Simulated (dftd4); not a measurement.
C₆H₁₅In, triplet, geometry from GFN2-xTB (such geometries of metal compounds can be far from the true shape) (a higher spin typed on purpose: for a closed-shell molecule this is an excited state); D4 for tpssh (dftd4).

The dftd4 input:
```
$ dftd4 mol.xyz --func tpssh --charge 0 --json dftd4.json --noedisp

# file mol.xyz
22

In    -0.23398741    -0.36152694    -0.55690864
C      2.16381966     0.40889531    -0.09475373
C      2.51571723     1.70987648    -0.74761026
H      2.64110285    -0.45326256    -0.55793624
H      2.28567277     0.40099473     0.98308425
H      1.99831936     2.53973899    -0.26927802
H      2.25803581     1.69830154    -1.80830774
H      3.59211231     1.90687548    -0.67461138
C     -0.49591561    -2.45485353     0.67538283
C     -0.97858066    -2.08439410     2.05953176
H      0.49850946    -2.90378075     0.70372527
H     -1.18637427    -3.13331750     0.17328037
H     -1.97782826    -1.64700889     2.01874353
H     -0.30685733    -1.35785533     2.52126457
H     -1.02572651    -2.95958466     2.71632037
C     -0.66583161     1.62724689     1.02650925
C     -1.21381092     2.71681817     0.15505427
H      0.22334432     1.90576306     1.57847157
H     -1.41138158     1.16033134     1.66486430
H     -2.08016909     2.36680371    -0.41100790
H     -0.45981656     3.07228126    -0.54863506
H     -1.53594834     3.57700467     0.75386113
```

### Question
Write the output that dftd4 gives for this input, abridged.

### Answer

```
                    ____  _____ _____     ____  _  _
      -------------|  _ \|  ___|_   _|---|  _ \| || |------------
     |             | | | | |_    | | ___ | | | | || |_           |
     |             | |_| |  _|   | ||___|| |_| |__   _|          |
     |             |____/|_|     |_|     |____/   |_|            |
     |             ===================================           |
     |            E. Caldeweyher, S. Ehlert & S. Grimme          |
     |          Mulliken Center for Theoretical Chemistry        |
     |                    University of Bonn                     |
      -----------------------------------------------------------

Rational (Becke-Johnson) damping: tpssh-D4-ATM
---------------------
  s6         1.0000
  s8         1.8590
  s9         1.0000
  a1         0.4429
  a2         4.6023
 alp        16.0000
--------------------

Dispersion energy:      -2.2122504202971E-02 Eh

[Info] JSON dump of results written to 'dftd4.json'
```
